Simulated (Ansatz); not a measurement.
Born–Oppenheimer molecular dynamics of H$_{7}$NSn (9 atoms, charge 0, multiplicity 1). It starts at the highest image of a converged band. Of that band: Beside the main top the profile has a ripple of under 15 meV (maxima at images 3, 5), which may be a very shallow well or noise. A structure lower than the last end lies on the path between it and the top, so the climb from that side starts below the end, which may itself be a saddle point or a shallow side well. A vibrational analysis at the climbing image gives one clearly imaginary mode, 1306i cm⁻¹: a first-order saddle point.

These are results of RKS PBE-D4/def2-SVP (Ansatz 0.2.0), not measurements.

```
ensemble                      : NVE (velocity Verlet)
time step                     : 0.5 fs
steps asked                   : 200
starting velocities drawn for : 100 K
seed                          : 10679
```

First frame:

```xyz
9
Properties=species:S:1:pos:R:3
Sn -0.300 0.025 -0.216
H -0.240 -1.071 1.727
H 1.127 0.827 0.325
H -1.028 1.071 -1.425
H -0.131 -1.519 -0.968
N -2.020 0.233 1.213
H -2.902 -0.208 0.905
H -2.246 1.177 1.568
H -1.189 -0.535 1.799
```

**Question.** What does the run give?

**Answer.** The run went to its last step.

* steps done: 200
* time covered: 100 fs
* mean temperature over the second half: 1440 K
* spread of the potential energy over the second half: 8.8 meV per atom
* mean potential energy of the second half above the start: -134.7 meV per atom

The conserved energy stayed within 0.11 meV per atom of its start (net change -0.098 meV per atom), so the integration is sound. The kinetic energy rose, since the run started high on the potential surface and went downhill. It ends in pieces (H3N + H4Sn), so much of that is their flight and rotation, not heat. A run of 0.1 ps of so small a system gives no equilibrium averages. The orbitals stay closed-shell, which can raise the energy where a bond breaks towards radicals; this wasn't checked here.

**Question.** What happens to the structure?

**Answer.** Between its relaxed ends the band would form Sn1–N6, H2–H9 and break Sn1–H2, N6–H9. These pairs go: Sn1–N6 2.25 → 4.80 Å, H2–H9 1.09 → 5.08 Å, Sn1–H2 2.23 → 1.71 Å, N6–H9 1.27 → 1.01 Å. In the last frame they stand as before the step (other bonds may differ from the relaxed reactants and products). It ends as H3N + H4Sn. Pairs count as bonded within 1.25 times the sum of covalent radii (0.12 Å more for H–H). This is one draw of velocities; another would differ in detail.

**Question.** How do temperature and energy run in time?

**Answer.** 
```csv
time (fs),T (K),potential energy less start (eV),conserved less start (meV/atom)
0,100,0.000,0.00
5,80,0.019,0.03
10,213,-0.103,0.00
15,500,-0.362,-0.02
20,847,-0.677,-0.09
25,943,-0.763,-0.02
30,1163,-0.963,-0.08
35,1038,-0.849,0.00
40,1051,-0.860,-0.04
45,1259,-1.050,-0.06
50,1423,-1.197,0.00
55,1549,-1.312,-0.05
60,1351,-1.131,0.06
65,1434,-1.207,-0.04
70,1318,-1.101,0.05
75,1563,-1.324,-0.07
80,1509,-1.275,-0.01
85,1361,-1.141,0.00
90,1336,-1.118,0.00
95,1428,-1.202,0.00
100,1584,-1.344,-0.10
```

Time of the run: 2.6 min on 2 threads of AMD EPYC 7R32 (Zen 2) (shared host), peak memory 0.18 GiB.
